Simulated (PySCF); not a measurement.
Iron: a sound run and one with changed settings

Sound run: Fe [Ar] 3d6 4s2, Fe+ [Ar] 3d6 4s1. Calculation: PySCF 2.14, in x2c-TZVPall (6s5p4d1f, 48 functions); scalar relativity by spin-free X2C-1e. In the sound run the correlated levels freeze [Ar]. The sound run starts from symmetry-adapted Hartree-Fock orbitals and uses a fine grid where one is needed.

Changed run: basis STO-3G, all-electron and non-relativistic. This setting is unsound on purpose.

```tsv
species	method	sound run (hartree)	changed run (hartree)	converged
Fe	UHF	-1271.33647	-1248.75843	yes
Fe	M06-L	-1272.53270	-1249.71000	yes
Fe	MP2	-1271.48427	-1248.77859	yes
Fe+	UHF	-1271.09989	-1248.57315	yes
Fe+	M06-L	-1272.23657	-1249.46969	yes
Fe+	MP2	-1271.21433	-1248.57347	yes
```

Ionisation energy of Fe:

```tsv
method	sound run (eV)	changed run (eV)
UHF	6.438	5.042
M06-L	8.058	6.539
r2SCAN	n/a	6.101
MP2	7.345	5.582
SCS-MP2	7.501	5.689
```

A minimal basis cannot let orbitals breathe on ionisation and holds almost no correlation. The Hamiltonian changed with the basis, so the totals do not compare.

For comparison, NIST gives 7.902 eV between the lowest levels.
